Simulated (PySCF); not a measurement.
A structure optimised at PBE0-D3(BJ)/def2-SVP, used in a PySCF frequency run:

```xyz
14

B     -0.1947    -0.1905     0.3265
F      0.0893    -0.7947     1.4854
C      0.9537     0.5977    -0.4030
C      2.3650     0.3443     0.1132
H      0.6933     1.6701    -0.2998
H      0.8899     0.4118    -1.4898
H      2.6601    -0.7076    -0.0240
H      2.4432     0.5588     1.1896
H      3.1111     0.9655    -0.4054
C     -1.6680    -0.3016    -0.1720
C     -2.0968     0.2175    -1.3313
H     -2.3950    -0.8311     0.4577
H     -3.1366     0.1347    -1.6662
H     -1.4191     0.7545    -2.0046
```

**Question.** Write its SMILES and formula.

**Answer.** C=CB(F)CC, C4H8BF

**Question.** What are its rotational constants (standard atomic weights)?

**Answer.** 5.7113, 2.2472, 1.6512 GHz
